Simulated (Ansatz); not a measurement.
H4O2S2Zr, SMILES `[OH][Zr]([OH])([SH])[SH]`. The species carries charge 0 and has multiplicity 1. Zr takes the def2 core potential.

```xyz
9

O    -0.2156   -1.9830   -0.0369
Zr   -0.0930   -0.0905    0.1051
O    -1.0744    0.7203    1.5180
S     2.3184    0.3381    0.3345
S    -0.9386    1.0143   -1.9238
H    -0.4486   -2.9073   -0.0397
H    -1.5315    0.9651    2.3180
H     2.1144    1.6656    0.4356
H    -0.1312    0.2774   -2.7108
```

Problem. List the harmonic frequencies (cm⁻¹, unscaled) at PBE0-D4/def2-TZVP in Ansatz. (Estimate.)

Solution. The calculation gave: 85, 115, 122, 124, 143, 143, 203, 207, 286, 313, 344, 363, 373, 502, 509, 731, 734, 2689, 2690, 3991, 3994.

Problem. Is this a minimum?

Solution. Yes, all 21 modes are real.

Problem. Give the ideal-gas thermochemistry at 298.15 K and 1 bar (rigid rotor, harmonic oscillator; point group C2, symmetry number 2).

Solution. Zero-point energy 111.6 kJ/mol; H(298) − E = 142.0 kJ/mol; entropy 418.7 J/(mol·K), of which translation 174.4, rotation 115.4, vibration 128.9; G(298) − E = 17.2 kJ/mol. Modes under 100 cm⁻¹ are hindered rotations or soft bends, so the harmonic entropy is rough.

Problem. And at 400, 500, 600, 800 and 1000 K?

Solution. 
```tsv
T (K)	H − E (kJ/mol)	S (J/mol/K)	G − E (kJ/mol)
400	157.6	463.5	-27.8
500	173.7	499.3	-76.0
600	190.2	529.5	-127.5
800	224.3	578.5	-238.5
1000	259.5	617.8	-358.2
```
